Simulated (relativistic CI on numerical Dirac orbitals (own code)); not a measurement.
## L2,3 absorption of iron in several valence states

Computed multiplet spectra 2p⁶3dⁿ → 2p⁵3dⁿ⁺¹ (Dirac-Coulomb-Breit ions, Slater integrals scaled by 0.8, an assumed crystal field that grows with the charge, no charge transfer; 300 K; Lorentzian 0.4 eV and Gaussian 0.3 eV FWHM at both edges, so that L2 comes out sharper than in experiment). Peaks over 5 % are given in eV from the highest peak in the L3 region of each spectrum (height, largest 100). S of the lowest state is read from ⟨S²⟩, and the branching ratio is the share of L3, cut at the minimum between the edges.

Field parameters in Wybourne normalisation: Oh B⁴₀ = 21Dq, B⁴₄ = √(5/14) B⁴₀. The field is a parameter set, without covalency.

- Fe2+ (d6, Oh, 10Dq = 12950 cm⁻¹): S = 2.00, high spin, branching ratio 0.77; peaks -2.2 (24), -1.5 (30), 0.0 (100), 1.3 (52), 2.9 (19), 4.2 (8), 11.2 (13), 12.7 (31), 15.9 (8)
- Fe4+ (d4, Oh, 10Dq = 20450 cm⁻¹): S = 1.99, high spin, branching ratio 0.67; peaks -2.6 (55), -1.3 (36), 0.0 (100), 1.5 (59), 3.1 (22), 8.0 (17), 9.7 (39), 10.7 (21), 12.2 (27), 13.5 (31), 14.9 (13)
- Fe5+ (d3, Oh, 10Dq = 24250 cm⁻¹): S = 1.50, branching ratio 0.59; peaks -3.7 (20), -2.0 (52), 0.0 (98), 1.4 (81), 4.2 (17), 5.9 (10), 9.7 (42), 10.8 (100), 12.3 (40), 14.0 (64), 15.6 (8)

Q: What spin state follows for Fe3+ in Oh, 10Dq = 16700 cm⁻¹, and does its branching ratio lie nearer 2/3 or nearer 0.8?

A: Fe3+ (d5, Oh, 10Dq = 16700 cm⁻¹): S = 2.50, high spin, branching ratio 0.77; peaks -2.2 (35), 0.0 (100), 1.5 (26), 3.8 (8), 4.9 (6), 11.0 (15), 11.9 (6), 13.2 (20), 14.7 (14). High-spin states, above all those with an unquenched orbital moment, raise the ratio above the statistical 2/3; low spin and nearly empty shells keep it near or below 2/3.

The centroid of the whole edge, which also moves with the branching ratio, lies at 713.2 (Fe2+), 716.3 (Fe3+), 720.5 (Fe4+), 725.9 (Fe5+) eV in this ionic model, in steps of 3.1 to 5.4 eV. Compounds show about 1 to 2 eV a unit and lower energies for the high valences, since ligands screen the charge. The multiplet shape follows the d count and the spin state, and so serves as a fingerprint of valence.
